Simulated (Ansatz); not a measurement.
Geometry optimisation, RKS B3LYP-D4/def2-SVP (Ansatz).

The input (input.yaml):

```yaml
crystal:
  periodic: [false, false, false]
  atoms:
    - { symbol: "N", position_ang: [-0.72818, 0.66924, 0.62557] }
    - { symbol: C, position_ang: [0.25028, -0.1562, 0.24443] }
    - { symbol: O, position_ang: [1.07534, -0.68135, 0.92712] }
    - { symbol: Se, position_ang: [0.22214, -0.47599, -1.70118] }
    - { symbol: H, position_ang: [-1.36163, 1.07762, -0.04222] }
    - { symbol: H, position_ang: [-0.80929, 0.92612, 1.59697] }
    - { symbol: H, position_ang: [1.35135, -1.35945, -1.65069] }
basis:
  gaussian: { orbitals: def2-SVP }
hamiltonian:
  xc: b3lyp
  dispersion: d4
relax:
  f_tol: 0.015
  max_steps: 40
output:
  orbitals: {}
```

Run as:

```bash
$ ansatz run input.yaml --threads 1 --pin off --max-ram 2048MiB --backend cpu --events-out ev --progress --plain --runs-dir out
```

Task: Where does it end, and by what steps?

Result: The forces met the threshold. After 5 steps the energy has fallen by 0.051 eV; Se4 moved furthest, 0.04 Å.

```
step  energy less start (eV)  largest force component (eV/Å)  accepted
   0                  0.0000                           0.926       yes
   1                 -0.0435                           0.262       yes
   2                 -0.0494                           0.150       yes
   3                 -0.0504                           0.066       yes
   4                 -0.0509                           0.034       yes
   5                 -0.0511                           0.006       yes
```

```xyz
7
Properties=species:S:1:pos:R:3
N -0.729 0.683 0.621
C 0.256 -0.164 0.227
O 1.068 -0.676 0.951
Se 0.212 -0.476 -1.736
H -1.387 1.093 -0.027
H -0.794 0.913 1.607
H 1.374 -1.373 -1.642
```

Time of the run: 27 s on 1 thread of Arm Neoverse V2 (shared host), peak memory 0.18 GiB.
